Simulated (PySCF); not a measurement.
C6H6BF.
Z-matrix (Å and degrees, PBE0-D3(BJ)/def2-SVP geometry), rows numbered from 1:
```
B 
C   1  1.5364
C   2  1.4113  1  121.29
C   3  1.3887  2  121.80  1  -179.79
C   4  1.3927  3  118.39  2     0.06
F   5  1.3271  4  118.96  3   179.82
C   5  1.3927  4  122.17  3    -0.17
C   7  1.3885  5  118.38  4     0.14
H   1  1.2102  2  120.33  3     0.26
H   1  1.2102  2  120.23  3  -179.90
H   3  1.0932  2  118.97  1     0.15
H   4  1.0915  3  122.30  2   179.99
H   7  1.0915  5  119.26  4  -179.89
H   8  1.0931  2  118.96  1    -0.20
```

NICS is the negative of the GIAO shielding at a point without a nucleus: at the ring centre (0) and 1 Å above and below it (1); zz is the component along the ring normal. Level: GIAO B97-2/pcSseg-1 (PySCF, non-relativistic, gas phase) on the PBE0-D3(BJ)/def2-SVP geometry, one conformer.

Ring bond lengths (Å): C2–C3 1.411, C3–C4 1.389, C4–C5 1.393, C5–C7 1.393, C7–C8 1.389, C8–C2 1.411.

Give the NICS values of each ring in ppm.

```tsv
ring	type	NICS(0)	NICS(1), two faces	NICS(1)zz, two faces	rms pucker (Å)	centre to ring atoms, mean (Å)
C2–C3–C4–C5–C7–C8	6-membered carbocycle; formal bonds all aromatic	-8.8	-10.8 / -10.8	-26.3 / -26.3	0.00	1.40
```

What can be read from them?

- C2–C3–C4–C5–C7–C8: mean NICS(1)zz -26.3 ppm, shielded, aromatic by this magnetic criterion (flat ring, no four-coordinate atom).

And the bond-length index? HOMA = 1 − mean of α(R − Ropt)² over the ring bonds, with Krygowski's 1993 parameters (CC: Ropt 1.388 Å, α 257.7 Å⁻²).

- C2–C3–C4–C5–C7–C8: HOMA 0.95 = 1 − EN − GEO, with mean bond length 1.398 Å, EN = α(Ropt − mean)² = 0.024 and GEO = α × variance = 0.025. The geometric and the magnetic index point the same way.

How shielded are the nuclei of the rings and their hydrogens (means over atoms taken as equivalent)?

```tsv
atoms	environment	σ isotropic (ppm)
C2	substituted aromatic carbon	44.4
C3 (×2)	aromatic CH carbon	33.9
C4 (×2)	aromatic CH carbon	66.3
C5	aromatic C–F carbon	11.7
H11 (×2)	aromatic hydrogen	23.25
H12 (×2)	aromatic hydrogen	24.19
```

How do the values depend on the level or the medium?

```tsv
level	NICS(0), C2–C3–C4–C5–C7–C8	mean NICS(1)zz, C2–C3–C4–C5–C7–C8
B97-2/pcSseg-1, gas	-8.8	-26.3
PBE0/pcSseg-1, gas	-8.7	-26.5
PBE0/pcSseg-1, IEF-PCM acetone	-8.6	-26.5
PBE0/pcSseg-1, IEF-PCM tetrahydrofuran	-8.6	-26.5
```

The geometry is the same throughout; the continuum's cavity takes Bondi-type radii × 1.2.

Time: 16 s wall; peak memory 0.81 GiB. Hardware: one thread of an Arm Neoverse V2, shared host. This is the whole shielding run at B97-2/pcSseg-1, SCF included.
